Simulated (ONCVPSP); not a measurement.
# revPBE ONCV dataset for scandium (Sc), scalar-relativistic all-electron reference.

Input for ONCVPSP 4.0.1:

```
# ATOM AND REFERENCE CONFIGURATION
# atsym  z   nc   nv     iexc    psfile
  Sc 21.00    3    4  -102130      upf
#
#   n    l    f
    1    0    2.00
    2    0    2.00
    2    1    6.00
    3    0    2.00
    3    1    6.00
    3    2    1.50
    4    0    1.50
#
# PSEUDOPOTENTIAL AND OPTIMIZATION
# lmax
    2
#
#   l,   rc,      ep,       ncon, nbas, qcut
    0    1.85    0.00    5    8    8.60
    1    1.70    0.00    4    8    8.50
    2    2.45    0.00    4    9    5.30
#
# LOCAL POTENTIAL
# lloc, lpopt,  rc(5),   dvloc0
    4    5    1.10    0.00
#
# VANDERBILT-KLEINMAN-BYLANDER PROJECTORs
# l, nproj, debl
    0    3    1.30
    1    3    1.90
    2    2    3.10
#
# MODEL CORE CHARGE
# icmod, fcfact, rcfact
    3    1.75    1.10
#
# LOG DERIVATIVE ANALYSIS
# epsh1, epsh2, depsh
   -3.00    5.00    0.02
#
# OUTPUT GRID
# rlmax, drl
    6.00    0.01
#
# TEST CONFIGURATIONS
# ncnf
    4
# nvcnf
#   n    l    f
    4
    3    0    2.00
    3    1    6.00
    3    2    1.00
    4    0    2.00
#
    4
    3    0    2.00
    3    1    6.00
    3    2    1.00
    4    0    1.00
#
    4
    3    0    2.00
    3    1    6.00
    3    2    1.00
    4    0    0.00
#
    4
    3    0    2.00
    3    1    6.00
    3    2    0.00
    4    0    0.00
#
```

Command:

```bash
oncvpsp.x < Sc.dat > Sc.out
```

The program printed (shortened: citation, most of the input echo, consistency checks and plot data are left out):

```
ONCVPSP  (Optimized Norm-Conservinng Vanderbilt PSeudopotential)
scalar-relativistic version 4.0.1

#   n    l    f        energy (Ha)
    1    0    2.00    -1.6155641E+02
    2    0    2.00    -1.7363622E+01
    2    1    6.00    -1.4195812E+01
    3    0    2.00    -1.9619872E+00
    3    1    6.00    -1.1767749E+00
    3    2    1.50    -7.4941091E-02
    4    0    1.50    -1.3817439E-01

Reference configufation results
  iterations    26
  all-electron total energy (Ha)   -7.64154914D+02

Begin loop to  construct optimized pseudo wave functions
and semi-local pseudopoentials for all angular momenta

   Wellstate for l =  0  n =  5
     eigenvalue =   1.1618
     asymptotic potential =   1.6618
     half-point radius =  3.8486

Calculating optimized projector #   1

 for l=   0

    Fraction of norm inside rc  0.954334
    Optimizing pswf for qcut=   8.60 a_B^-1,  ecut=  36.94 Ha
    Residual kinetic energy error=  7.88D-08 Ha

    Energy error per electron        Cutoff
         Ha          eV             Ha
         0.01000     0.27211       16.23
         0.00100     0.02721       22.25
         0.00010     0.00272       26.99
         0.00001     0.00027       30.74

Calculating optimized projector #   2

 for l=   0

    Fraction of norm inside rc  0.046275
    Optimizing pswf for qcut=   8.60 a_B^-1,  ecut=  36.94 Ha
    Residual kinetic energy error=  2.11D-08 Ha

    Energy error per electron        Cutoff
         Ha          eV             Ha
         0.01000     0.27211        5.28
         0.00100     0.02721       17.54
         0.00010     0.00272       23.64
         0.00001     0.00027       28.51

Calculating optimized projector #   3

 for l=   0

    Fraction of norm inside rc  0.134436
    Optimizing pswf for qcut=   8.60 a_B^-1,  ecut=  36.94 Ha
    Residual kinetic energy error=  2.76D-07 Ha

    Energy error per electron        Cutoff
         Ha          eV             Ha
         0.01000     0.27211       14.51
         0.00100     0.02721       21.80
         0.00010     0.00272       27.38
         0.00001     0.00027       31.76

   Wellstate for l =  1  n =  5
     eigenvalue =   0.7232
     asymptotic potential =   1.2232
     half-point radius =  5.4916

   Wellstate for l =  1  n =  5
     eigenvalue =   2.6232
     asymptotic potential =   3.1232
     half-point radius =  2.9292

Calculating optimized projector #   1

 for l=   1

    Fraction of norm inside rc  0.868100
    Optimizing pswf for qcut=   8.51 a_B^-1,  ecut=  36.23 Ha
    Residual kinetic energy error=  6.73D-09 Ha

    Energy error per electron        Cutoff
         Ha          eV             Ha
         0.01000     0.27211       13.31
         0.00100     0.02721       18.02
         0.00010     0.00272       22.18
         0.00001     0.00027       26.08

Calculating optimized projector #   2

 for l=   1

    Fraction of norm inside rc  0.057692
    Optimizing pswf for qcut=   8.51 a_B^-1,  ecut=  36.23 Ha
    Residual kinetic energy error=  1.39D-08 Ha

    Energy error per electron        Cutoff
         Ha          eV             Ha
         0.01000     0.27211       10.51
         0.00100     0.02721       15.24
         0.00010     0.00272       19.20
         0.00001     0.00027       22.57

Calculating optimized projector #   3

 for l=   1

    Fraction of norm inside rc  0.154024
    Optimizing pswf for qcut=   8.51 a_B^-1,  ecut=  36.23 Ha
    Residual kinetic energy error=  2.08D-07 Ha

    Energy error per electron        Cutoff
         Ha          eV             Ha
         0.01000     0.27211       13.58
         0.00100     0.02721       18.22
         0.00010     0.00272       21.48
         0.00001     0.00027       24.39

   Wellstate for l =  2  n =  6
     eigenvalue =   3.0251
     asymptotic potential =   3.5251
     half-point radius =  4.1907

Calculating optimized projector #   1

 for l=   2

    Fraction of norm inside rc  0.703603
    Optimizing pswf for qcut=   5.30 a_B^-1,  ecut=  14.03 Ha
    Residual kinetic energy error=  1.41D-04 Ha

    Energy error per electron        Cutoff
         Ha          eV             Ha
         0.01000     0.27211       10.25
         0.00100     0.02721       12.30
         0.00010     0.00272       15.19
         0.00001     0.00027       50.35

Calculating optimized projector #   2

 for l=   2

    Fraction of norm inside rc  0.208092
    Optimizing pswf for qcut=   5.30 a_B^-1,  ecut=  14.03 Ha
    Residual kinetic energy error=  1.46D-02 Ha

    Energy error per electron        Cutoff
         Ha          eV             Ha
         0.01000     0.27211       14.85
         0.00100     0.02721       57.02
         0.00010     0.00272       67.95
         0.00001     0.00027       92.49

Construct Vanderbilt / Kleinmman-Bylander projectors

B matrix Hermiticity error, ll=   0
   1   2    9.3860E-05
   1   3   -2.4436E-04
   2   3    3.2682E-05

  Orthonormal projector coefficients  1.5418E+01  3.4528E+00  3.9085E-01

B matrix Hermiticity error, ll=   1
   1   2   -1.1542E-04
   1   3   -3.0577E-04
   2   3   -7.2903E-05

  Orthonormal projector coefficients  5.2139E+00  1.3325E+00  1.5936E-01

B matrix Hermiticity error, ll=   2
   1   2    6.1257E-05

  Orthonormal projector coefficients -4.4096E+00 -1.5948E+00

Model core correction analysis
  based on d2Exc/dn_idn_j

d2excae - all-electron derivatives

   -4.116393D-02   -3.719863D-02   -1.973183D-02   -1.860132D-03
   -3.719916D-02   -3.507124D-02   -2.038876D-02   -2.358556D-03
   -1.973233D-02   -2.038906D-02   -2.016256D-02   -1.341404D-02
   -1.859477D-03   -2.357481D-03   -1.340709D-02   -3.268955D-02

d2excps - pseudofunction derivatives with no core correction

   -4.370011D-02   -3.878951D-02   -1.735329D-02   -2.139122D-03
   -3.879043D-02   -3.651542D-02   -1.945072D-02   -2.524393D-03
   -1.735303D-02   -1.945042D-02   -2.344588D-02   -1.305133D-02
   -2.138508D-03   -2.523408D-03   -1.304460D-02   -3.259120D-02

rms 2nd derivative error    1.539560E-03

rmatch, rhocmatch    0.5783   12.1393

Teter function model core charge with specified parameters

d2excps - pseudofunction derivatives with core correction

   -4.145815D-02   -3.804337D-02   -1.734361D-02   -1.971986D-03
   -3.804374D-02   -3.601630D-02   -1.942782D-02   -2.470187D-03
   -1.734335D-02   -1.942753D-02   -2.344795D-02   -1.305021D-02
   -1.971387D-03   -2.469205D-03   -1.304349D-02   -3.257880D-02

rms 2nd derivative error    1.293879E-03

Pseudoatom total energy  -46.253074

Diagnostic tests using Vanderbilt-Kleinman-Bylander pseudopotentials
  1 or more projectors used as specified by nproj input data

   l    rcore       rmatch      e in        delta e   norm test  slope test

   0   1.8567285   1.9131028  -1.9619872   0.0000016   1.0001039   1.0000956
   0   1.8567285   1.9131028  -0.1381744   0.0000014   1.0000214   1.0000165
   0   1.8567285   1.9131028   1.1618256   0.0000242   1.0001490   1.0001490

   1   1.7075628   1.7594081  -1.1767749  -0.0000004   1.0000891   1.0000983
   1   1.7075628   1.7594081   0.7232252   0.0000179   1.0001864   1.0001864
   1   1.7075628   1.7594081   2.6232251   0.0000706   1.0002111   1.0002111

   2   2.4595378   2.5342147  -0.0749411  -0.0000006   1.0000187   1.0000139
   2   2.4595378   2.5342147   3.0250589   0.0000026   1.0000547   1.0000547

 Testing for bound ghosts
   n   l    E NL Schr. Eq   E Basis Diag.   E Cutoff

   1   0       -1.961986       -1.961985    101.71
   2   0       -0.138173       -0.076023    101.71

   2   1       -1.176775       -1.176738    135.80

   3   2       -0.074942       -0.072643     73.23

 Testing for highly-localized positive-energy ghosts
       l    <radius>/rc     E Basis Diag.   E Cutoff

Test configuration 0

   n   l     f        eae           eps        diff
   1   0  2.0000 -161.55641331
   2   0  2.0000  -17.36362244
   2   1  6.0000  -14.19581157
   3   0  2.0000   -1.96198722   -1.96198564    1.58D-06
   3   1  6.0000   -1.17677485   -1.17677521   -3.62D-07
   3   2  1.5000   -0.07494109   -0.07494170   -6.05D-07
   4   0  1.5000   -0.13817439   -0.13817300    1.39D-06

    Total energies and differences
      AE_ref= -7.64154914D+02  AE_tst= -7.64154914D+02  dif=  0.00D+00
      PS_ref= -4.62530736D+01  PS_tst= -4.62530736D+01  dif= -2.84D-14
      PSP excitation error=  2.84D-14

Test configuration 1

   n   l     f        eae           eps        diff
   1   0  2.0000 -161.61700206
   2   0  2.0000  -17.43603782
   2   1  6.0000  -14.26715477
   3   0  2.0000   -2.02515362   -2.02010833    5.05D-03
   3   1  6.0000   -1.23647852   -1.23245702    4.02D-03
   3   2  1.0000   -0.11711088   -0.11315012    3.96D-03
   4   0  2.0000   -0.15250177   -0.15289649   -3.95D-04

    Total energies and differences
      AE_ref= -7.64154914D+02  AE_tst= -7.64180033D+02  dif= -2.51D-02
      PS_ref= -4.62530736D+01  PS_tst= -4.62791457D+01  dif= -2.61D-02
      PSP excitation error=  9.52D-04

Test configuration 2

   n   l     f        eae           eps        diff
   1   0  2.0000 -161.87743370
   2   0  2.0000  -17.69210699
   2   1  6.0000  -14.52360406
   3   0  2.0000   -2.28109708   -2.27717442    3.92D-03
   3   1  6.0000   -1.49245660   -1.48921514    3.24D-03
   3   2  1.0000   -0.36342969   -0.35957052    3.86D-03
   4   0  1.0000   -0.35367167   -0.35401239   -3.41D-04

    Total energies and differences
      AE_ref= -7.64154914D+02  AE_tst= -7.63928872D+02  dif=  2.26D-01
      PS_ref= -4.62530736D+01  PS_tst= -4.60276189D+01  dif=  2.25D-01
      PSP excitation error=  5.87D-04

Test configuration 3

   n   l     f        eae           eps        diff
   1   0  2.0000 -162.19327033
   2   0  2.0000  -18.00244062
   2   1  6.0000  -14.83440343
   3   0  2.0000   -2.58792167   -2.58580908    2.11D-03
   3   1  6.0000   -1.79804667   -1.79619589    1.85D-03
   3   2  1.0000   -0.65521995   -0.65146991    3.75D-03

    Total energies and differences
      AE_ref= -7.64154914D+02  AE_tst= -7.63464384D+02  dif=  6.91D-01
      PS_ref= -4.62530736D+01  PS_tst= -4.55626650D+01  dif=  6.90D-01
      PSP excitation error=  1.21D-04

Test configuration 4

psatom: WARNING lschvkbb convergence error n,l,iter=   3   2   3
ea(ii),et,emin,emax -7.494170E-02 -8.243587E-02 -8.243587E-02 -8.243587E-02
run_config: WARNING for fully non-local PS atom, stg. 1
 WARNING no output for configuration 5
```

The run took about 3.4 s on one core of a shared server CPU.
